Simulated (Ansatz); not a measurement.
`[OH][GeH]([Cl])[Br]` → HCl + `[OH][Ge][Br]` at 400 K and 1 bar (germylene formation by 1,1-elimination).

Gas-phase electronic energies from Ansatz, PBE0-D4/def2-TZVP geometries. CBS: MP2 limit from def2 TZ/QZ plus the TZ coupled-cluster correction, frozen cores. This one scheme is used for every species. For Br, Ge outer-core shells are correlated without core-valence functions, which leaves a few kJ/mol of doubt a bond. Scalar relativity is left out up to krypton. One conformer a species, not always the lowest.

```csv
species,CCSD(T)/CBS energy (Eh),H − E (kJ/mol),S (J/(mol·K))
`[OH][GeH]([Cl])[Br]`,-5185.69710,92.3,376.2
HCl,-460.38127,29.6,195.4
`[OH][Ge][Br]`,-4725.27533,57.9,322.8
```

H − E and S are ideal-gas, rigid-rotor, harmonic terms from PBE0-D4/def2-TZVP, for one conformer and one mirror image of each species. 1 Eh = 2625.50 kJ/mol, R = 8.31446 J/(mol·K).

By hand: ΔE, ΔH, ΔS and ΔG.

ΔE = (-460.38127) + (-4725.27533) − (-5185.69710) = 0.04050 Eh = 106.3 kJ/mol. Δ(H − E) = 29.6 + 57.9 − 92.3 = -4.8, so ΔH = 101.5 kJ/mol. ΔS = 195.4 + 322.8 − 376.2 = 142.0 J/(mol·K). ΔG = 101.5 − 400 × (142.0)/1000 = 44.7 kJ/mol.

By hand: the equilibrium constant, and the temperature at which ΔG would vanish if ΔH and ΔS stayed fixed.

log₁₀ K = −ΔG/(RT ln 10) = -5.8. ΔG = 0 at ΔH/ΔS = 715 K.

The number of gas molecules changes by +1, which sets the sign of ΔS. A doubt of 5 kJ/mol in ΔE shifts log₁₀ K by 0.7 here. Other conformers and mirror images would add mixing entropy, several J/(mol·K) or more a flexible species. These are equilibria of isolated gas molecules and say nothing of rates. Largest T1 diagnostic: 0.013 (customary marks: 0.02 for closed shells, 0.045 for open ones).
